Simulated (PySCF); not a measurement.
## [CeF4]− at several levels of theory

Computed with PySCF 2.14.0 (density fitting, no spin-orbit coupling) at the geometry relaxed with TPSS:

```xyz
5
[CeF4]− (singlet in the valence; each metal's 4f electrons, 1 of them, lie in its core potential, out of spins and levels)
Ce    0.0000    0.0000    0.0000
F     1.2647    1.2647    1.2647
F    -1.2647   -1.2647    1.2647
F     1.2647   -1.2647   -1.2647
F    -1.2647    1.2647   -1.2647
```

```
level                                    basis    state  HOMO (eV)  gap (eV)  charge on Ce1 (e)  population of f-type functions on Ce1 (polarisation alone where 4f lies in the core)  dipole about the centre of mass (D)  largest force component (eV/Å)
 TPSS    Ce lcecp-1-SVP with ECP47, F def2-SVP  singlet      -2.82      5.97               0.98                                                                                  0.10                                 0.00                            0.00
wB97X                                 the same  singlet      -7.14     12.19               1.16                                                                                  0.10                                 0.00                            0.08
 TPSS  Ce lcecp-1-TZVP with ECP47, F def2-TZVP  singlet      -3.23      6.29               1.52                                                                                  0.13                                 0.00                            0.16
 PBE0       Ce def2-SVP with ECP28, F def2-SVP  doublet      -0.63      4.11               1.20                                                                                  1.25                                 0.11                            0.48
```

In the lcecp rows the 4f levels are missing from HOMO and gap, and the state counts the valence alone.

HOMO and gap are taken over both spins. Charges are Mulliken's, which hang on the basis. The relaxation used the grid (50, 194), these runs (75, 302) or, all-electron (x2c bases, spin-free X2C Hamiltonian), (99, 590).

Q: A further run in the first row's basis gives HOMO (eV) -6.15, gap (eV) 10.13, charge on Ce1 (e) 1.10, population of f-type functions on Ce1 (polarisation alone where 4f lies in the core) 0.10, dipole about the centre of mass (D) 0.00, largest force component (eV/Å) 0.12. Which level was it?
A. CAM-B3LYP
B. HF
C. BP86

A: A. The others give HOMO -9.85 eV (HF); -2.82 eV (BP86).

In the first row's basis the gap widens with exact exchange: 6.0 eV for TPSS, BP86 (none); 10.1 to 14.9 eV for CAM-B3LYP, wB97X, Hartree–Fock (rising or full at long range).

No frequency check is given that shows the relaxed geometry to be a minimum. An lcecp potential fixes the number of 4f electrons, so in runs with it no electron can move into or out of that shell.

Rows with open f shells in the valence may stand above their lowest state, and their gaps can end on f levels.
